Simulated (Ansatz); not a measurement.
Wavefunction ladder for `Br[Si]Br`

Cartesian coordinates in Å:
```
Br -0.3134 -0.6942 -1.6412
Si 0.8639 -0.3009 0.2340
Br -0.5505 0.9951 1.4073
```

Total charge 0; spin multiplicity 1. Correlated methods include outer-core shells of Br, which these sets cover unevenly. Scalar relativity is left out up to krypton. The structure was optimised at the PBE0-D4/def2-TZVP level. Frozen core, restricted reference, the Gaussian-basis code of Ansatz.

| basis | HF (Eh) | MP2 corr. | CCSD corr. | (T) | CCSD(T) total |
| --- | --- | --- | --- | --- | --- |
| def2-SVP | ? | -0.53597 | -0.54883 | -0.01451 | ? |
| def2-TZVPP | -5433.83790 | ? | -0.66097 | ? | ? |
| def2-QZVPP | -5433.94500 | ? | – | – | – |

**Question.** Fill in the withheld values. (An estimate is asked.)

**Answer.** Computed: def2-SVP HF (Eh): -5433.10259; def2-SVP CCSD(T) total: -5433.66593; def2-TZVPP MP2 corr.: -0.64368; def2-TZVPP (T): -0.02623; def2-TZVPP CCSD(T) total: -5434.52510; def2-QZVPP MP2 corr.: -1.28876.
